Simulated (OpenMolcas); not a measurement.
**Levels of Au3+ by method**

```
Program             : OpenMolcas
Basis               : ANO-RCC-VTZP [8s7p5d3f1g]
Scalar Hamiltonian  : DKH2, point nucleus
Active space        : 8 electrons in 10 orbitals (5d 6d)
State averaging     : 2S+1 = 3 even, 10 roots; 2S+1 = 1 even, 15 roots
Spin-orbit coupling : state interaction with AMFI integrals over the reference wave functions, term energies averaged over their components
```

Methods on the same reference wave functions:
A. CASSCF
B. SS-CASPT2, IPEA 0.25 Eh, imaginary shift 0.1 Eh (closed shells correlated: 5s 5p)
C. XMS-CASPT2, IPEA 0.25 Eh, imaginary shift 0.1 Eh (closed shells correlated: 5s 5p)

Energies in cm-1 above 5d8 3F4, the measured ground level; measured values from Zainab et al., Astrophys. J. Suppl. Ser. 267, 12 (2023).

| Level | A | B | C | Measured |
| --- | --- | --- | --- | --- |
| 5d8 3F4 | 0.0 | 0.0 | 0.0 | 0.0 |
| 5d8 3F3 | 12345 | 12480 | 12480 | 12294 |
| 5d8 3P2 [51 %] | 20606 | 18870 | 18790 |  |
| 5d8 3P0 | 22893 | 19000 | 18960 | 18185 |
| 5d8 3P1 | 26180 | 22760 | 22590 | 21490 |
| 5d8 1G4 | 29403 | 26620 | 26550 | 25702 |
| 5d8 1S0 | 62353 | 56540 | 56990 | 55278 |

Deviations, from unrounded energies. A percentage is the sum of absolute deviations over the sum of measured energies, with the sign that they share, or ± where signs differ.

| Against measurement | Levels | A | B | C |
| --- | --- | --- | --- | --- |
| mean absolute deviation (cm-1) | 5 | 4000 | 890 | 920 |
| fine structure of the ground term (%) | 1 | +0.4 | +1.5 | +1.5 |
| other terms of the ground configuration (%) | 4 | +16.7 | +3.5 | +3.7 |

B, C lie about equally close to measurement and A furthest from it. The largest miss of B in the table is 5d8 3P1, by +1300 cm-1. The ranking rests on the paired levels alone, and a cruder setting can come out closer through cancelling errors.

Between B and C the level of the table that moves most is 5d8 1S0, by 440 cm-1 (lowest in B, highest in C). Moves below CASPT2's spread within the term are not significant.

The mean deviations of B to C differ by less than CASPT2's widest spread within a term (600 cm-1), so their order carries little weight.

From A to B the spin-free energies of the other terms of 5d8 shown, above 3F, scale by factors of 0.74 to 0.86, as is usual when dynamic correlation screens the repulsion within a d or f shell.

The lowest spin-free term lies below A's lowest term by 0.366 hartree in B, 0.369 hartree in C.

Term energies are means over components that CASPT2 splits; among the terms shown or strongly mixed into the levels shown the widest spread is 600 cm-1 (5d8 1G, C). Active for correlation alone: 6d; no level in the range computed is led by a configuration that fills it, so any true level of that kind is missing. Without dynamic correlation excited terms often stand tens of per cent too high (terms of higher spin than the ground term too low), and those without a measured partner can miss by more than the paired ones (holds for A). Computed and measured levels are paired by configuration, term and J; levels that our copy of the source lacks, or whose pairing is in doubt (as where it misses far off the trend of its configuration), stay unpaired and out of the deviations. Only configurations of the active space appear. The table leaves out levels that lie high or whose names do not pair safely across all columns.

A share in square brackets marks a mixed level and gives the weight of the term that names it, the lowest over the columns.
